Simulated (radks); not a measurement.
The numbers below are computed, except where a source is named.
Problem. The mean radii <r> (bohr) of the occupied orbitals of an atom or ion are listed with their occupations. Code: a radial shooting solver on a logarithmic mesh with Libxc functionals. Model: scalar-relativistic Kohn-Sham, PBE, spin-polarised, spherical densities, finite nucleus; Fermi nuclear charge, rms radius of each element as measured or else 0.836 A^(1/3) + 0.57 fm.

| orbital | occ. | <r> |
|---|---|---|
| 1s up | 1 | 0.03609 |
| 1s down | 1 | 0.03609 |
| 2s up | 1 | 0.1581 |
| 2s down | 1 | 0.1580 |
| 2p up | 3 | 0.1377 |
| 2p down | 3 | 0.1377 |
| 3s up | 1 | 0.4432 |
| 3s down | 1 | 0.4432 |
| 3p up | 3 | 0.4458 |
| 3p down | 3 | 0.4458 |
| 3d up | 5 | 0.4331 |
| 3d down | 5 | 0.4330 |
| 4s up | 1 | 1.163 |
| 4s down | 1 | 1.154 |
| 4p up | 3 | 1.310 |
| 4p down | 3 | 1.297 |
| 5s up | 1 | 3.610 |
| 4d up | 4 | 2.177 |

Name the element and its charge. Open shells, if any, are filled with parallel spins first.

Solution. Z = 41, niobium, charge 0: Nb in [Kr] 4d4 5s1. The 1s radius gives Z: for a bare nucleus <r> = (2 gamma + 1)/(2Z) with gamma = sqrt(1 - (Z/c)^2), 0.03547 bohr for Z = 41, and screening makes it slightly larger (0.03609 here). The occupations add up to 41, and the charge is Z minus that.
